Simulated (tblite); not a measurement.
Species: C5H2F3O2 (doublet state).
Bonds: C1–C2, C2–C3 (triple), C3–C4, C4–O5 (double), C4–O6, O6–C7, C7–F8, C7–F9, C7–F10. Hydrogens: H11, H12 on C1.
Bond orders are those of one Lewis drawing.

Computed with GFN2-xTB (tblite), gas phase: L-BFGS steps from a force-field or distance-geometry start until the largest atomic force falls under 0.01 eV/Å.

Geometry at step 8:
```
atom  x, y, z in Å
C1      3.4250   -0.0631   -0.3420
C2      2.0951   -0.1840   -0.2739
C3      0.8681   -0.2590   -0.1933
C4     -0.5182   -0.4767   -0.1677
O5     -1.1205   -1.4089   -0.6223
O6     -1.1752    0.5917    0.4888
C7     -2.5050    0.4757    0.5624
F8     -2.9059   -0.6045    1.2356
F9     -3.1022    0.4291   -0.6301
F10    -3.0046    1.5298    1.1970
H11     4.0210   -0.8219   -0.8241
H12     3.9238    0.7912    0.0877
```

**Question.** Give the atomic forces at this geometry.

**Answer.** 
| atom | Fx (eV/Å) | Fy (eV/Å) | Fz (eV/Å) |
| --- | --- | --- | --- |
| C1 | 0.056 | 0.004 | 0.008 |
| C2 | -0.007 | 0.020 | 0.006 |
| C3 | 0.083 | 0.003 | 0.008 |
| C4 | -0.116 | -0.229 | -0.145 |
| O5 | 0.206 | 0.187 | 0.092 |
| O6 | -0.121 | -0.093 | -0.041 |
| C7 | -0.144 | -0.032 | -0.002 |
| F8 | 0.010 | 0.018 | 0.041 |
| F9 | 0.022 | 0.036 | -0.014 |
| F10 | 0.085 | 0.085 | 0.048 |
| H11 | -0.046 | 0.058 | 0.033 |
| H12 | -0.028 | -0.056 | -0.034 |

The largest, 0.29 eV/Å, acts on C4 (O5 within 3 % of it); the rms over all components is 0.085 eV/Å. The forces sum to zero within rounding, as they must for an isolated molecule in no field.

**Question.** Give the force on C4 in Eh/bohr and in nN.

**Answer.** 0.295 eV/Å ÷ 51.422 = 0.00573 Eh/bohr, and 0.295 eV/Å × 1.602 = 0.47 nN.

**Question.** How far is this geometry from the end of the optimisation?

**Answer.** 0.015 eV above it, and 0.080 Å rms away after alignment. The bonds farthest from their final lengths, with half the difference of the two atoms' forces along the bond (positive lengthens):

```tsv
bond	now (Å)	final (Å)	force along bond (eV/Å)
C4=O5	1.199	1.194	-0.29
C7–F10	1.328	1.331	+0.02
C3–C4	1.404	1.406	+0.11
C1–H11	1.079	1.076	-0.05
C1–H12	1.079	1.076	-0.05
O6–C7	1.337	1.335	+0.01
```

The angle farthest from its final value is C4–O6–C7, 114.9° against 118.4°.

The cost below is that of the whole relaxation. Time: 0.24 s wall. Hardware: one thread, Arm Neoverse V1 (aarch64), no GPU, on a shared host.
